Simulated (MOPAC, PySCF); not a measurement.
C₃H₈Si, SMILES `CC(=C)[SiH3]`, neutral singlet in the gas phase. 

Cartesian coordinates (Å):
SMILES: C=C(C)[SiH3]
```xyz
12

C      0.1604     1.6089     0.0039
C     -0.0885     0.2902    -0.0291
C     -1.4524    -0.2579    -0.3579
Si     1.2913    -0.9286     0.3443
H     -0.6238     2.3443    -0.2091
H      1.1487     2.0079     0.2426
H     -1.8428    -0.8753     0.4675
H     -2.1754     0.5474    -0.5566
H     -1.4145    -0.9132    -1.2432
H      0.9268    -1.7899     1.5151
H      1.5135    -1.8421    -0.8227
H      2.5567    -0.1917     0.6452
```
Charge 0, multiplicity 1.

All levels are single points at this geometry (PBE-D3(BJ)/def2-TZVP); Pople sets use spherical d functions. Orbital energies aren't observables, and empty levels follow the basis.

```
level                          HOMO (eV)  LUMO (eV)  gap (eV)  dipole (D)  vertical IE, Delta-SCF (eV)
-----------------------------  ---------  ---------  --------  ----------  ---------------------------
PBE-D3(BJ)/def2-TZVP in PySCF      -6.48      -1.29      5.19        0.81                         9.50
B3LYP/6-31G* in PySCF              -7.07       0.01      7.08        0.76                         9.45
B3LYP/LANL2DZ in PySCF             -7.13      -0.09      7.04        0.64                            –
BP86/6-31G* in PySCF               -6.28      -0.93      5.36        0.81                            –
SVWN5/6-31G* in PySCF              -6.29      -0.99      5.30        0.80                         9.51
HF/6-31G* in PySCF                 -9.80       4.11     13.91        0.76                         8.32
HF/STO-3G in PySCF                 -8.02       8.47     16.49        0.21                            –
AM1 in MOPAC                       -9.95       0.92     10.88        0.20                            –
PM7 in MOPAC                      -10.12       0.95     11.06        0.53                            –
```
